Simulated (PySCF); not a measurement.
## Partial charges of `C=CC[As](C)C(C)C`

Compound: C₇H₁₅As.
Geometry (PBE0-D3(BJ)/def2-SVP, Å), atoms numbered from 1 in this order:
```
atom  x, y, z in Å
C1     2.911    0.699    0.563
C2     1.910    1.047   -0.253
C3     1.452    0.282   -1.438
As4   -0.176   -0.844   -1.147
C5     0.524   -1.904    0.347
C6    -1.266    0.437   -0.081
C7    -1.647    1.638   -0.935
C8    -2.494   -0.275    0.468
H9     3.509   -0.199    0.378
H10    3.174    1.303    1.435
H11    1.350    1.962   -0.022
H12    1.207    0.947   -2.281
H13    2.222   -0.423   -1.791
H14    0.940   -1.263    1.139
H15   -0.281   -2.528    0.760
H16    1.314   -2.572   -0.027
H17   -0.636    0.769    0.762
H18   -0.766    2.191   -1.297
H19   -2.265    2.347   -0.360
H20   -2.233    1.332   -1.817
H21   -3.123   -0.675   -0.344
H22   -2.228   -1.114    1.130
H23   -3.118    0.420    1.055
```

Density: PBE0/pcSseg-1 (PySCF); schemes: Mulliken, IAO, Hirshfeld and ESP-fitted. One conformer (not necessarily the lowest) at the PBE0-D3(BJ)/def2-SVP geometry, without solvent, vibrations or thermal averaging. The calculation is non-relativistic, for arsenic too.

Task: At which atom do the 4 schemes differ most?

Result: At C6: from -0.505 (Mulliken) to +0.439 e (ESP-fitted), 0.944 e apart.

Task: Do the Mulliken, IAO, Hirshfeld and ESP-fitted schemes agree on where the charge is highest?

Result: The schemes don't all agree: Mulliken As4 (+0.163); IAO As4 (+0.487); Hirshfeld As4 (+0.208); ESP-fitted C6 (+0.439).

Task: What partial charge does each atom carry?

Result: In e:

```json
{"atom": "C1", "environment": "terminal =CH2 carbon", "Mulliken": "-0.169", "IAO": "-0.331", "Hirshfeld": "-0.108", "ESP-fitted": "-0.499"}
{"atom": "C2", "environment": "alkene CH carbon", "Mulliken": "-0.232", "IAO": "-0.125", "Hirshfeld": "-0.040", "ESP-fitted": "-0.111"}
{"atom": "C3", "environment": "allylic carbon", "Mulliken": "-0.320", "IAO": "-0.440", "Hirshfeld": "-0.122", "ESP-fitted": "-0.270"}
{"atom": "As4", "environment": "arsenic bonded to 3 C", "Mulliken": "+0.163", "IAO": "+0.487", "Hirshfeld": "+0.208", "ESP-fitted": "-0.225"}
{"atom": "C5", "environment": "methyl carbon", "Mulliken": "-0.428", "IAO": "-0.609", "Hirshfeld": "-0.180", "ESP-fitted": "-0.269"}
{"atom": "C6", "environment": "sp3 CH carbon", "Mulliken": "-0.505", "IAO": "-0.261", "Hirshfeld": "-0.070", "ESP-fitted": "+0.439"}
{"atom": "C7", "environment": "methyl carbon", "Mulliken": "-0.221", "IAO": "-0.406", "Hirshfeld": "-0.121", "ESP-fitted": "-0.541"}
{"atom": "C8", "environment": "methyl carbon", "Mulliken": "-0.217", "IAO": "-0.406", "Hirshfeld": "-0.121", "ESP-fitted": "-0.591"}
{"atom": "H9", "environment": "vinylic hydrogen", "Mulliken": "+0.112", "IAO": "+0.138", "Hirshfeld": "+0.042", "ESP-fitted": "+0.199"}
{"atom": "H10", "environment": "vinylic hydrogen", "Mulliken": "+0.120", "IAO": "+0.147", "Hirshfeld": "+0.044", "ESP-fitted": "+0.201"}
{"atom": "H11", "environment": "vinylic hydrogen", "Mulliken": "+0.120", "IAO": "+0.136", "Hirshfeld": "+0.042", "ESP-fitted": "+0.143"}
{"atom": "H12", "environment": "methylene hydrogen", "Mulliken": "+0.153", "IAO": "+0.150", "Hirshfeld": "+0.038", "ESP-fitted": "+0.135"}
{"atom": "H13", "environment": "methylene hydrogen", "Mulliken": "+0.144", "IAO": "+0.147", "Hirshfeld": "+0.040", "ESP-fitted": "+0.192"}
{"atom": "H14", "environment": "methyl hydrogen", "Mulliken": "+0.149", "IAO": "+0.145", "Hirshfeld": "+0.028", "ESP-fitted": "+0.070"}
{"atom": "H15", "environment": "methyl hydrogen", "Mulliken": "+0.143", "IAO": "+0.148", "Hirshfeld": "+0.037", "ESP-fitted": "+0.093"}
{"atom": "H16", "environment": "methyl hydrogen", "Mulliken": "+0.138", "IAO": "+0.148", "Hirshfeld": "+0.037", "ESP-fitted": "+0.142"}
{"atom": "H17", "environment": "methine hydrogen", "Mulliken": "+0.141", "IAO": "+0.127", "Hirshfeld": "+0.026", "ESP-fitted": "+0.022"}
{"atom": "H18", "environment": "methyl hydrogen", "Mulliken": "+0.120", "IAO": "+0.130", "Hirshfeld": "+0.036", "ESP-fitted": "+0.149"}
{"atom": "H19", "environment": "methyl hydrogen", "Mulliken": "+0.119", "IAO": "+0.136", "Hirshfeld": "+0.039", "ESP-fitted": "+0.119"}
{"atom": "H20", "environment": "methyl hydrogen", "Mulliken": "+0.117", "IAO": "+0.135", "Hirshfeld": "+0.035", "ESP-fitted": "+0.148"}
{"atom": "H21", "environment": "methyl hydrogen", "Mulliken": "+0.116", "IAO": "+0.134", "Hirshfeld": "+0.034", "ESP-fitted": "+0.157"}
{"atom": "H22", "environment": "methyl hydrogen", "Mulliken": "+0.121", "IAO": "+0.134", "Hirshfeld": "+0.037", "ESP-fitted": "+0.167"}
{"atom": "H23", "environment": "methyl hydrogen", "Mulliken": "+0.119", "IAO": "+0.136", "Hirshfeld": "+0.039", "ESP-fitted": "+0.131"}
```

Mean size of the charges over all atoms: IAO 0.224 e, ESP-fitted 0.218 e, Mulliken 0.182 e, Hirshfeld 0.066 e. Each set sums to the total charge, 0, to within 0.001 e. The ESP scheme is a least-squares fit of atom-centred charges to the potential on four shells outside the van der Waals surface, with the total charge fixed.

Task: How closely do the schemes follow one another over all atoms?

Result: Correlation coefficient and root-mean-square difference: IAO with Hirshfeld 0.99, 0.184 e; Mulliken with IAO 0.90, 0.119 e; Mulliken with Hirshfeld 0.85, 0.145 e; IAO with ESP-fitted 0.61, 0.233 e; Hirshfeld with ESP-fitted 0.55, 0.229 e; Mulliken with ESP-fitted 0.44, 0.254 e.

Task: How many electrons does the Hirshfeld scheme count on C3?

Result: Z − q = 6 − (-0.122) = 6.122.
